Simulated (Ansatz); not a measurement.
The pair A = HF (SMILES F) (first 2 atoms), B = Cl2 (SMILES ClCl); geometry from B3LYP-D3(BJ)/def2-TZVP.
(charge 0, multiplicity 1):
```json
[
 {"atom": "F", "x (Å)": "0.4549", "y (Å)": "0.3837", "z (Å)": "0.1123"},
 {"atom": "H", "x (Å)": "0.3388", "y (Å)": "-0.0612", "z (Å)": "0.9201"},
 {"atom": "Cl", "x (Å)": "-0.3656", "y (Å)": "0.4903", "z (Å)": "4.0170"},
 {"atom": "Cl", "x (Å)": "0.0459", "y (Å)": "-1.1642", "z (Å)": "2.9462"}
]
```

Frozen-core correlation. MP2 and its Hartree–Fock in aug-cc-pV(Q+d)Z are density fitted.

Codes used: Ansatz (Gaussian orbitals). Each number belongs to the level named beside it.

The counterpoise-corrected interaction energy is E(AB) − E(A in the pair's basis) − E(B in the pair's basis). Total energies (hartree):

```json
[
 {"level": "HF/aug-cc-pV(T+d)Z", "AB": "-1019.0626293", "A in the pair's basis": "-100.0604061", "B in the pair's basis": "-919.0019597"},
 {"level": "MP2/aug-cc-pV(T+d)Z", "AB": "-1019.7348832", "A in the pair's basis": "-100.3410799", "B in the pair's basis": "-919.3910877"},
 {"level": "HF/aug-cc-pV(Q+d)Z", "AB": "-1019.0765190", "A in the pair's basis": "-100.0678247", "B in the pair's basis": "-919.0083935"},
 {"level": "MP2/aug-cc-pV(Q+d)Z", "AB": "-1019.8038887", "A in the pair's basis": "-100.3696566", "B in the pair's basis": "-919.4313310"},
 {"level": "CCSD(T)/aug-cc-pV(T+d)Z", "AB": "-1019.7961169", "A in the pair's basis": "-100.3497674", "B in the pair's basis": "-919.4436628"}
]
```

Work out the counterpoise-corrected interaction energy at the basis-set limit: extrapolate the MP2 correlation part as X⁻³, take Hartree–Fock from the larger set, and add the CCSD(T) − MP2 difference of aug-cc-pV(T+d)Z.


1. Differences (1 hartree = 627.509 kcal/mol): HF/aug-cc-pV(T+d)Z -0.165; MP2/aug-cc-pV(T+d)Z -1.704; HF/aug-cc-pV(Q+d)Z -0.189; MP2/aug-cc-pV(Q+d)Z -1.820; CCSD(T)/aug-cc-pV(T+d)Z -1.686.
2. Correlation parts, MP2 less HF: -1.539 in aug-cc-pV(T+d)Z (X = 3), -1.632 in aug-cc-pV(Q+d)Z (X = 4).
3. Limit (4³·(-1.632) − 3³·(-1.539))/(4³ − 3³) = -1.700; with HF/aug-cc-pV(Q+d)Z it gives -1.888.
4. CCSD(T) less MP2 in aug-cc-pV(T+d)Z: 0.018.
Result: -1.87 kcal/mol, against -1.70 at MP2/aug-cc-pV(T+d)Z. It is an estimate of this method's limit, not of the exact value.

Ansatz is a program for electronic structure.
